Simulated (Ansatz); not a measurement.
```yaml
crystal:
  periodic: [false, false, false]
  atoms:
    - {symbol: C, position_ang: [-0.078980, 0.770726, 0.126758]}
    - {symbol: B, position_ang: [-0.075902, -0.533366, 0.089822]}
    - {symbol: F, position_ang: [0.770240, -1.367464, 1.279184]}
    - {symbol: F, position_ang: [-0.165404, -1.740102, -0.921152]}
    - {symbol: H, position_ang: [0.411281, 1.178686, 0.790430]}
    - {symbol: H, position_ang: [0.270035, 1.008192, -0.978132]}
    - {symbol: H, position_ang: [-1.248786, 0.686484, -0.074281]}
basis:
  gaussian: {orbitals: def2-mTZVPP, final_grid: {core_spheres: 20, valence_spheres: 16, degree: 47}}
hamiltonian: {xc: {name: r2SCAN50}, dispersion: d3bj}
relax: {f_tol: 0.0001, max_steps: 1}
output: {forces: true}
```

```sh
$ ansatz run in.yaml --threads 4 --pin off --events-out ev --progress --plain --max-ram 10444MiB
```

It prints (some lines left out):

```
Warning: the engine holds no damping parameters fitted to this dispersion correction and functional, so the run takes those fitted to r2scan50 beside the three-body term, which d3bj leaves out (hamiltonian.dispersion, under Limitations)
Functional definition: r2SCAN50
981 factors; integrals over basis functions are off by at most 3.7e-4 eV
mean field evaluation 1: about -7187.4681 eV, gradient 5.1e1 eV
mean field evaluation 2: about -7187.7721 eV, gradient 5.5e1 eV
mean field evaluation 4: about -7192.1306 eV, gradient 1.6e0 eV
mean field evaluation 8: about -7192.1365 eV, gradient 1.7e-1 eV
mean field -7192.13656248 eV, -264.3061436659 hartree, gradient 5.3e-5 eV, S^2 0.000000; 0 other end points of the search recorded, 0 dependent functions left out
reference -7192.13656807 eV, -264.3061438713 hartree; 16, 16 occupied and 85, 85 virtual orbitals, 981 factors
relax step   1: F+E_penalty+E_count = -7192.16273179 eV  Δ(F+E_penalty+E_count) = +0.000e0 eV  max|allowed force component| = 1.839e1 eV/Å  Δτ_max = 0.0000 Å  (26 SCF iters, accepted)
Error: geometry relaxation did not converge after 1 steps: max|allowed force component| = 1.84e1 eV/Å (threshold 1.0e-4). Raise `relax.max_steps` over both its present limit and 1, loosen `relax.f_tol`, or start from a geometry closer to equilibrium. Where this run's directory can be resumed (`checkpoint.write`), a resume goes on for up to `relax.max_steps` more
```

Q: Something in this input is off. What?

A: The relaxation is allowed too few steps for its threshold. The run did not converge.
